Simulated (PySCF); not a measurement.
# Working out the excitation energy of Al

Al [Ne] 3s2 3p1 (2P) → Al [Ne] 3s1 3p2 (4P). Calculation: PySCF 2.14, in aug-cc-pV(T+d)Z (6s5p4d2f, 55 functions); no relativity, point nucleus. Frozen: [Ne]. Energies in hartree (1 hartree = 27.21139 eV):

```json
{"part": "UHF", "Al (lower)": "-241.879216", "Al (upper)": "-241.790646"}
{"part": "MP2 opposite-spin", "Al (lower)": "-0.033537", "Al (upper)": "0.000000"}
{"part": "MP2 same-spin", "Al (lower)": "-0.002580", "Al (upper)": "-0.009178"}
```

Task: What does Hartree-Fock give?

Result: (-241.790646) − (-241.879216) = 0.088570 hartree = 2.410 eV.

Task: What do MP2 and SCS-MP2 (6/5 opposite-spin, 1/3 same-spin) give?

Result: The opposite-spin parts differ by 0.913 eV and the same-spin parts by -0.180 eV. MP2: 2.410 + (0.913) + (-0.180) = 3.143 eV. SCS-MP2: 2.410 + 1.2 × (0.913) + (-0.180)/3 = 3.446 eV.

Measured between the centres of the two terms (NIST): 3.598 eV, so MP2 (valence) is off by -0.455 eV.

What remains against the reference includes basis incompleteness, the frozen core and correlation beyond second order.
